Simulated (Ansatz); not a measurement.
Ansatz results at the PBE0-D4/def2-TZVP geometry: size of the dipole moment (PBE/def2-TZVPP) 0.74 D; HOMO energy (PBE/def2-TZVPP) -5.67 eV; size of the dipole moment (ωB97M-V/def2-TZVPP) 0.76 D.

Each molecule was computed in one conformer, which needn't be the lowest.

Q: Which molecule gave them?
A. `SC1NCO1`
B. `C=[C](S)[AlH][OH]`
C. `F[SiH]1C[N]1[GeH3]`
D. `OC1NCS1`

A: A. The others give `C=[C](S)[AlH][OH]`: 1.83, -5.41, 1.92; `F[SiH]1C[N]1[GeH3]`: 1.08, -5.85, 1.12; `OC1NCS1`: 2.53, -5.28, 2.63.
